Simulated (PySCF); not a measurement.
2,3,3-trimethylbutanenitrile, C₇H₁₃N.
InChI=1S/C7H13N/c1-6(5-8)7(2,3)4/h6H,1-4H3/t6-/m1/s1

Torsions of this conformer, `[CH3:1][C@H:2]([C:3]#[N:4])[C:5]([CH3:6])([CH3:7])[CH3:8]`: C1–C2–C5–C6 63°.

The closed-shell ground state was solved at several levels (PySCF, density fitting, gas phase, non-relativistic). Isolated species at its PBE0-D3(BJ)/def2-SVP geometry, gas phase.

```tsv
level	basis functions	total energy (Eh)	HOMO (eV)	LUMO (eV)	gap (eV)	dipole (D)
PBE0/pcSseg-1	201	-328.8767	-8.96	0.67	9.63	4.07
wB97X-D/pcSseg-1	201	-329.1696	-10.85	2.46	13.31	4.12
```

Task: What might CAM-B3LYP/def2-SVPD (264 basis functions) give for the same quantities?

Result: Total energy -328.9049 Eh, HOMO -10.38 eV, LUMO 0.97 eV, gap 11.35 eV, dipole 4.13 D.

Task: Over all these levels, which gives the widest orbital gap and which the narrowest?

Result: wB97X-D/pcSseg-1 (range-separated hybrid) has the widest, 13.31 eV, and PBE0/pcSseg-1 (global hybrid, 25 % exact exchange) the narrowest, 9.63 eV. The two share the basis. From the narrowest to the widest the HOMO moves by -1.89 eV and the LUMO by +1.79 eV.

Task: How far do the dipole and the HOMO energy spread over the levels?

Result: The dipole runs from 4.07 to 4.13 D (mean 4.11 D) and the HOMO from -10.85 to -8.96 eV.

wB97X-D is run here without its empirical dispersion term; that term would change no orbital, density or response property at a fixed geometry.
